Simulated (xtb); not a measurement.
Input file for xtb: GFN2-xTB on GeAs, 2S+1 = 2, a spin state set in the input, which need not be the lowest, a point of a bond scan (R = 2.253 Å).

```
$ xtb mol.xyz --gfn 2 --sp --chrg 0 --uhf 1
2

Ge     0.00000000     0.00000000     0.00000000
As     0.00000000     0.00000000     2.25264700
```

Program output:

```
[...]
           -------------------------------------------------
          |                Calculation Setup                |
           -------------------------------------------------



           -------------------------------------------------
          |                 G F N 2 - x T B                 |
           -------------------------------------------------

        Reference                      10.1021/acs.jctc.8b01176
      * Hamiltonian:
        H0-scaling (s, p, d)           1.850000    2.230000    2.230000
        zeta-weighting                 0.500000
      * Dispersion:
        s8                             2.700000
        a1                             0.520000
        a2                             5.000000
        s9                             5.000000
      * Repulsion:
        kExp                           1.500000    1.000000
        rExp                           1.000000
      * Coulomb:
        alpha                          2.000000
        third order                    shell-resolved
        anisotropic                    true
        a3                             3.000000
        a5                             4.000000
        cn-shift                       1.200000
        cn-exp                         4.000000
        max-rad                        5.000000


          ...................................................
          :                      SETUP                      :
          :.................................................:
          :  # basis functions                  20          :
          :  # atomic orbitals                  18          :
          :  # shells                            6          :
          :  # electrons                         9          :
          :  max. iterations                   250          :
          :  Hamiltonian                  GFN2-xTB          :
          :  restarted?                      false          :
          :  GBSA solvation                  false          :
          :  PC potential                    false          :
          :  electronic temp.          300.0000000     K    :
          :  accuracy                    1.0000000          :
          :  -> integral cutoff          0.2500000E+02      :
          :  -> integral neglect         0.1000000E-07      :
          :  -> SCF convergence          0.1000000E-05 Eh   :
          :  -> wf. convergence          0.1000000E-03 e    :
          :  Broyden damping             0.4000000          :
          :  net charge                          0          :
          :  unpaired electrons                  1          :
          ...................................................

 iter      E             dE          RMSdq      gap      omega  full diag
   1     -3.4950884 -0.349509E+01  0.348E+01    2.32       0.0  T
   2     -1.9400866  0.155500E+01  0.427E+01    4.36       1.0  T
   3     -3.9838041 -0.204372E+01  0.252E+01    2.15       1.0  T
   4     -3.7049200  0.278884E+00  0.194E+01    2.22       1.0  T
   5     -4.2107313 -0.505811E+00  0.130E+01    2.67       1.0  T
   6     -4.2031686  0.756277E-02  0.131E+01    2.70       1.0  T
   7     -4.2349126 -0.317441E-01  0.105E+01    2.54       1.0  T
   8     -4.2455324 -0.106198E-01  0.538E+00    2.47       1.0  T
   9     -4.2492878 -0.375531E-02  0.379E+00    2.43       1.0  T
  10     -4.2535772 -0.428942E-02  0.132E+00    2.37       1.0  T
  11     -4.2538698 -0.292647E-03  0.808E-01    2.36       1.0  T
  12     -4.2540155 -0.145657E-03  0.308E-01    2.35       1.0  T
  13     -4.2540435 -0.280410E-04  0.621E-02    2.34       1.1  T
  14     -4.2540451 -0.162581E-05  0.160E-02    2.34       4.4  T
  15     -4.2540453 -0.165700E-06  0.187E-03    2.34      37.7  T
  16     -4.2540453 -0.171507E-11  0.430E-04    2.34     164.4  T
  17     -4.2540453  0.367706E-12  0.253E-05    2.34    2795.1  T

   *** convergence criteria satisfied after 17 iterations ***

         #    Occupation            Energy/Eh            Energy/eV
      -------------------------------------------------------------
         1        2.0000           -0.5708773             -15.5344
         2        2.0000           -0.5269643             -14.3394
         3        2.0000           -0.3137915              -8.5387
         4        1.5000           -0.3031771              -8.2499
         5        1.5000           -0.3031771              -8.2499 (HOMO)
         6                         -0.2170950              -5.9075 (LUMO)
         7                         -0.2170950              -5.9075
         8                         -0.0561896              -1.5290
         9                          0.0072370               0.1969
        10                          0.0072370               0.1969
       ...                                ...                  ...
        18                          1.2614564              34.3260
      -------------------------------------------------------------
                  HL-Gap            0.0860821 Eh            2.3424 eV
             Fermi-level           -0.2816565 Eh           -7.6643 eV

 SCC (total)                   0 d,  0 h,  0 min,  0.004 sec
 SCC setup                      ...        0 min,  0.000 sec (  3.679%)
 Dispersion                     ...        0 min,  0.000 sec (  0.795%)
 classical contributions        ...        0 min,  0.000 sec (  0.558%)
 integral evaluation            ...        0 min,  0.001 sec ( 14.203%)
 iterations                     ...        0 min,  0.003 sec ( 65.091%)
 molecular gradient             ...        0 min,  0.001 sec ( 13.055%)
 printout                       ...        0 min,  0.000 sec (  2.145%)

         :::::::::::::::::::::::::::::::::::::::::::::::::::::
         ::                     SUMMARY                     ::
         :::::::::::::::::::::::::::::::::::::::::::::::::::::
         :: total energy              -4.246560949740 Eh    ::
         :: gradient norm              0.016969246653 Eh/a0 ::
         :: HOMO-LUMO gap              2.342413371528 eV    ::
         ::.................................................::
         :: SCC energy                -4.254045306121 Eh    ::
         :: -> isotropic ES           -0.003838776641 Eh    ::
         :: -> anisotropic ES          0.000278415750 Eh    ::
         :: -> anisotropic XC         -0.000215498975 Eh    ::
         :: -> dispersion             -0.001033624361 Eh    ::
         :: repulsion energy           0.007484356381 Eh    ::
         :: add. restraining           0.000000000000 Eh    ::
         :: total charge              -0.000000000000 e     ::
         :::::::::::::::::::::::::::::::::::::::::::::::::::::

           -------------------------------------------------
          |                Property Printout                |
           -------------------------------------------------

    * Orbital Energies and Occupations

         #    Occupation            Energy/Eh            Energy/eV
      -------------------------------------------------------------
         1        2.0000           -0.5708773             -15.5344
         2        2.0000           -0.5269643             -14.3394
         3        2.0000           -0.3137915              -8.5387
         4        1.5000           -0.3031771              -8.2499
         5        1.5000           -0.3031771              -8.2499 (HOMO)
         6                         -0.2170950              -5.9075 (LUMO)
         7                         -0.2170950              -5.9075
         8                         -0.0561896              -1.5290
         9                          0.0072370               0.1969
        10                          0.0072370               0.1969
        11                          0.0856164               2.3297
Note: The following floating-point exceptions are signalling: IEEE_DENORMAL
normal termination of xtb
        12                          0.0856164               2.3297
        13                          0.0916959               2.4952
        14                          0.0916959               2.4952
        15                          0.2074667               5.6455
        16                          0.3384709               9.2103
       ...                                ...                  ...
        18                          1.2614564              34.3260
      -------------------------------------------------------------
                  HL-Gap            0.0860821 Eh            2.3424 eV
             Fermi-level           -0.2816565 Eh           -7.6643 eV

     #   Z          covCN         q      C6AA      α(0)
     1  32 Ge       0.952     0.088   286.729    36.212
     2  33 As       0.952    -0.088   251.508    30.094

 Mol. C6AA /au·bohr⁶  :       1072.249542
 Mol. C8AA /au·bohr⁸  :      90757.883051
 Mol. α(0) /au        :         66.306815


Wiberg/Mayer (AO) data.
largest (>0.10) Wiberg bond orders for each atom

 ---------------------------------------------------------------------------
     #   Z sym  total        # sym  WBO       # sym  WBO       # sym  WBO
 ---------------------------------------------------------------------------
     1  32 Ge   2.171 --     2 As   2.171
     2  33 As   2.171 --     1 Ge   2.171
 ---------------------------------------------------------------------------

Topologies differ in total number of bonds
Writing topology from bond orders to xtbtopo.mol

molecular dipole:
                 x           y           z       tot (Debye)
 q only:        0.000       0.000      -0.376
   full:       -0.000       0.000      -0.941       2.391
molecular quadrupole (traceless):
                xx          xy          yy          xz          yz          zz
 q only:        0.799       0.000       0.799       0.000       0.000      -1.599
  q+dip:        1.809       0.000       1.809       0.000       0.000      -3.618
   full:        4.150      -0.000       4.150      -0.000       0.000      -8.300


           -------------------------------------------------
          | TOTAL ENERGY               -4.246560949740 Eh   |
          | GRADIENT NORM               0.016969246653 Eh/α |
          | HOMO-LUMO GAP               2.342413371528 eV   |
           -------------------------------------------------

------------------------------------------------------------------------
------------------------------------------------------------------------
 total:
 SCF:
```

The run finished.

Cost: very roughly 0.07 core-seconds.
